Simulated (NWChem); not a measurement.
System: MoN₂H₃OCl; SMILES [NH]=[Mo](=[NH])([Cl])[OH]

```xyz
8

Mo     0.0507    -0.1399    -0.0002
N     -0.8042    -0.6773     1.3862
H     -1.5847    -1.1083     1.8774
N     -0.8087    -0.6766    -1.3842
H     -1.5902    -1.1074    -1.8744
Cl     0.0422     2.1599     0.0006
O      1.7591    -0.8995    -0.0029
H      2.0490    -1.8167    -0.0015
```
Atoms are numbered in this order, from 1.

Results from NWChem. STO-3G and 3-21G are far too small for this property and stand as cheap habits. All runs use the structure optimised with PBE0/def2-SVP. Not confirmed as a minimum by frequencies. def2 effective core potentials on Mo; no spin-orbit coupling. Field at 589 nm.

For level B3LYP/STO-3G (all-electron, non-relativistic):

```yaml
isotropic polarisability (bohr³): 39.6
anisotropy (bohr³): 7.1
```

Question: Estimate the same quantities for level B3LYP/def2-SVP (core potentials).

Answer: 
- isotropic polarisability (bohr³) = 64.1
- anisotropy (bohr³) = 10.7
